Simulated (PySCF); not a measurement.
**Radial density of Al (aluminium, neutral)**

UHF, [Ne] 3s2 3d1, 2D determinant (an excited configuration). Computed with PySCF 2.14 in dyall-av3z (19s12p3d2f, 84 functions), with scalar relativity by spin-free X2C-1e.

```
r (bohr)  4πr²ρ (e/bohr)  4πr²(ρα − ρβ)
 0.00224         0.09367         0.0000
 0.00377          0.2483         0.0000
 0.00635          0.6423         0.0000
  0.0107           1.593        -0.0001
  0.0180           3.675        -0.0001
  0.0302           7.488        -0.0003
  0.0508           12.38        -0.0004
  0.0854           14.57        -0.0004
   0.144           10.85        -0.0001
   0.242           8.693        -0.0006
   0.407           12.56        -0.0018
   0.684           9.034        -0.0001
    1.15           2.085        -0.0008
    1.93           1.034         0.0075
    3.25          0.5025         0.0593
    5.47          0.2005         0.1787
    9.21         0.07962         0.0796
    15.5       4.154e-05         0.0000
```

Densities and radii are taken from the X2C orbitals without a picture-change correction, which distorts them close to the nucleus.

The outer electron is Rydberg-like, and this basis confines it to a smaller radius and binds it less than a complete one would.
